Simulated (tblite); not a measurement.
Compound: C6H11BSe.
Numbering: `[CH3:1][B:2]([CH3:3])[C:4]1=[CH:5][CH2:6][CH2:7][Se:8]1` (hydrogens: H9, H10, H11 on C1; H12, H13, H14 on C3; H15 on C5; H16, H17 on C6; H18, H19 on C7)

Geometry (GFN2-xTB, Å), atoms numbered from 1 in this order:
```xyz
19
C6H11BSe angstrom
C     -1.912    1.391   -1.015
B     -1.418    0.059   -0.328
C     -2.431   -1.079    0.062
C      0.090   -0.143   -0.028
C      1.127    0.563   -0.497
C      2.526    0.158   -0.154
C      2.494   -0.757    1.066
Se     0.699   -1.578    1.125
H     -1.924    2.189   -0.272
H     -2.920    1.316   -1.416
H     -1.259    1.732   -1.815
H     -2.498   -1.784   -0.768
H     -3.443   -0.726    0.252
H     -2.098   -1.657    0.926
H      0.991    1.397   -1.168
H      3.153    1.033    0.035
H      2.952   -0.367   -1.018
H      3.245   -1.544    1.030
H      2.616   -0.192    1.992
```

Method: GFN2-xTB as coded in tblite; computed harmonic values from a numerical Hessian at the method's own geometry, unscaled. Against measured fundamentals such values can be off by several per cent, at times by over 20. One conformer, not necessarily the lowest. The optimisation stopped once no atom felt more than 0.01 eV/Å.

Lowest wavenumbers of the output (negative numbers stand for imaginary wavenumbers):
```
mode    cm-1
  1     -24.6
  2      36.7
  3      67.1
  4      87.4
  5     142.0
  6     144.7
  7     253.6
  8     289.3
  9     328.6
 10     368.9
```

**Question.** Is this structure a minimum?

**Answer.** Not by this Hessian. 1 mode is imaginary beyond 20i (25i cm⁻¹), so at this level the point lies at or near a first-order saddle. The curvature is small, so loose convergence or finite differences may be the whole cause.

**Question.** Which atoms move in the imaginary mode?

**Answer.** 25i: H9 (methyl hydrogen) 30 %, H11 (methyl hydrogen) 28 %. These are shares of the mass-weighted motion.

**Question.** What is the remedy?

**Answer.** Step along that mode in both directions, optimise again with tighter thresholds and repeat the frequencies. The zero-point energy of this point (95.8 kcal/mol) counts the 50 real modes alone, and thermal corrections from it aren't those of a minimum.
